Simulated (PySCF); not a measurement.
# A thermochemical cycle for RuH

PBE in PySCF with def2-TZVPPD on every atom (core potentials on Ru), for the lowest determinant that a PBE0 search found; no spin–orbit coupling. RuH, a quartet (σ ↑, δ ↑↑), has De = 2.88 eV to neutral atoms, and RuH⁺, a quintet (σ ↑, π ↑, δ ↑↑), has De = 2.30 eV to H + Ru⁺ (4d7).

At the same level the Ru atom ionises at 7.79 eV.

Task: What is the adiabatic ionisation energy of the molecule, and does ionisation strengthen or weaken the bond?

Result: IE = IE(Ru) + De(neutral) − De(ion) = 7.79 + 2.88 − 2.30 = 8.37 eV. De changes by -0.58 eV, so ionisation weakens the bond.

The metal atom is held in its measured ground configuration; semilocal functionals can put another filling of s and d lower by some tenths of an eV, and De to that atom would be smaller. These are scalar-relativistic numbers at best; spin–orbit coupling would shift them, the dissociation energy most. For an ion De counts to the pair picked by the measured ionisation energies or electron affinities, which need not be the lowest pair at this level. The state is the lowest single determinant that the PBE0 search found; with open d or f shells the true ground state can be another one.
